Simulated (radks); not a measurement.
The numbers below are computed, except where a source is named.
The arsenic anion As3-, [Kr], held by a Watson sphere: a shell of charge +3 at radius R that stands for the Madelung well of a crystal (potential energy -3/R inside, -3/r outside, in hartree with lengths in bohr). Code: a radial shooting solver on a logarithmic mesh with Libxc functionals. Model: scalar-relativistic Kohn-Sham, LDA (Slater exchange, Perdew-Wang correlation), spin-polarised, spherical densities, finite nucleus; Fermi nuclear charge, rms radius of each element as measured or else 0.836 A^(1/3) + 0.57 fm. Response by self-consistent Sternheimer equations with the Hartree and adiabatic LDA kernel, the relativistic mass of each level held fixed and spin-orbit coupling left out. The sphere does not respond.

| R (bohr) | e(3d) (eV) | e(4s) (eV) | e(4p) (eV) | <r> 4p (bohr) | sum of <r^2> (bohr^2) | X-ray form factor at sin(theta)/lambda = 0.2 1/angstrom | alpha (bohr^3) |
|---|---|---|---|---|---|---|---|
| 3.8 | -37.533 | -12.744 | -4.858 | 3.064 | 87.17 | 26.060 | 107.9 |
| 4.03 | -37.397 | -12.400 | -4.534 | 3.152 | 91.56 | 26.062 | 126.6 |
| 4.19 | -37.311 | -12.188 | -4.325 | 3.212 | 94.68 | 26.066 | 141.2 |
| 4.67 | -37.086 | -11.668 | -3.771 | 3.391 | 104.4 | 26.091 | 194.4 |
| 5 | -36.956 | -11.392 | -3.448 | 3.511 | 111.5 | 26.111 | 240.3 |
| 5.11 | -36.917 | -11.312 | -3.350 | 3.550 | 113.9 | 26.117 | 257.6 |
| 5.22 | -36.880 | -11.237 | -3.256 | 3.589 | 116.4 | 26.123 | 275.9 |
| 5.28 | -36.860 | -11.198 | -3.206 | 3.611 | 117.7 | 26.126 | 286.3 |
